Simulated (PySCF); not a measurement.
S+: excitation energy

S+ [Ne] 3s2 3p3 (4S) → S+ [Ne] 3s1 3p3 3d1 (6D), as a difference of total energies. Computed with PySCF 2.14 in aug-cc-pwCVTZ, with the non-relativistic Hamiltonian (point nucleus). Correlated levels: valence and next inner shell: 1s2 frozen. The calculations carry no spin-orbit coupling.

```
                                method  excitation energy (eV)
                                   UHF                  18.109
    MP2 (valence and next inner shell)                  20.016
SCS-MP2 (valence and next inner shell)                  20.438
   CCSD (valence and next inner shell)                  20.151
CCSD(T) (valence and next inner shell)                  20.265
```

Question: How much does correlation contribute at CCSD(T) (valence and next inner shell)?

Answer: 20.265 − (18.109) = 2.156 eV, measured against UHF.

The promoted electron is Rydberg-like, and one or two diffuse shells describe it only roughly, which tends to raise the upper state.
